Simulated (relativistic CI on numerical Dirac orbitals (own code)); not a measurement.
Hyperfine structure of Pt⁵⁺, mass number 195

Method of calculation: Dirac-Coulomb-Breit CI, KLI orbitals optimised for each configuration, model QED, valence Slater integrals scaled by 0.85, P86 correlation energy added to each configuration (own radial code, finite nucleus).

Configurations in the expansion (outside the closed core [Kr] 4d10 4f14): 5s2 5p6 5d5, 5s2 5p6 5d4 6s, 5s2 5p6 5d4 5f, 5s2 5p6 5d4 6p, 5s2 5p6 5d4 5g, 5s2 5p5 5d6, 5s2 5p6 5d4 6d, 5s2 5p6 5d4 7s, 5s2 5p6 5d3 6s 6p, 5s2 5p6 5d4 7p, 5s2 5p6 5d4 6f, 5s2 5p6 5d4 7d, 5s 5p6 5d6, 5s2 5p6 5d3 6s2, 5s2 5p6 5d2 5f 6s2, 5s2 5p6 5d2 6s2 6p, 5s2 5p6 5d2 5g 6s2, 5s2 5p6 5d2 6s2 6d. Double excitations out of closed p, d and f shells are left out; levels of such configurations are missing from the list, as are those of other unlisted configurations, and high levels can miss mixing partners.

Nuclear spin I = 1/2, μ = 0.6073 μN (tables of Stone and Pyykkö). The electronic factors are computed for point nuclear moments, without core polarisation or the Bohr-Weisskopf and QED corrections.

```
              Level  E (eV)  A (MHz)
 5s2 5p6 5d5 4G_7/2  3.0160     1433
5s2 5p6 5d5 4G_11/2  3.2093     1640
 5s2 5p6 5d5 4G_9/2  3.3721     1488
 5s2 5p6 5d5 4P_1/2  3.5678   -146.7
 5s2 5p6 5d5 4D_7/2  4.0940     1139
 5s2 5p6 5d5 4D_1/2  4.6917     3383
5s2 5p6 5d5 2I_11/2  4.7284     1785
```

Levels with J = 0, under 50 % of one LS term, or S terms without an open s electron are left out. Small factors come from cancelling terms and can be off by tens of per cent or more.

At this charge configurations can still be misplaced by up to about 7 % of their energy. Levels and lines within the n = 5 or 6 shells can be off by up to 10 % or somewhat more, and those that change n by about 2 %, since core polarisation is missing.

(1) Give the hyperfine levels of 5s2 5p6 5d5 4G_7/2 relative to its centre of gravity.

Answers

(1) With K = F(F + 1) − I(I + 1) − J(J + 1), E = AK/2: F = 3: -3224, F = 4: 2507 MHz.

LS names give the leading component of a level, which can be under half, so a name can repeat, a term be missing and a line seem to break the LS rules.
